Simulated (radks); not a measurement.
Values are calculated unless marked as measured or tabulated.
All-electron atom: Ti XVIII in [He] 2s2 2p1. Code: a radial shooting solver on a logarithmic mesh with Libxc functionals. Model: non-relativistic Kohn-Sham, LDA (Slater exchange, Perdew-Wang correlation), spin-unpolarised, spherical densities, point nucleus.

Normalised radial functions P(r) = r R(r), r in bohr:

```
   r/bohr * 1s, o 2p (the largest magnitude, 3.39, reaches the edge; | marks zero, & curves that meet)
 0.006029 o                *
 0.007306 o                   *
 0.008852 o                       *
  0.01073 |o                          *
    0.013 |o                              *
  0.01587 |o                                   *
  0.01923 | o                                      *
   0.0233 |  o                                          *
  0.02824 |   o                                             *
  0.03421 |    o                                               *
  0.04146 |      o                                               *
  0.05063 |        o                                             *
  0.06135 |           o                                        *
  0.07434 |               o                               *
  0.09007 |                  o                      *
   0.1091 |                      o          *
   0.1322 |                        * o
   0.1602 |                *            o
   0.1957 |         *                    o
   0.2371 |    *                         o
   0.2873 | *                         o
   0.3482 |*                    o
   0.4218 *               o
   0.5111 *         o
   0.6243 *    o
   0.7564 * o
   0.9166 *o
```

1s: eigenvalue -5711.2 eV, 0 radial nodes, <r> = 0.0699 bohr, 90 % of the charge inside 0.124 bohr. 2p: eigenvalue -1165.3 eV, 0 radial nodes, <r> = 0.255 bohr, 90 % of the charge inside 0.411 bohr.
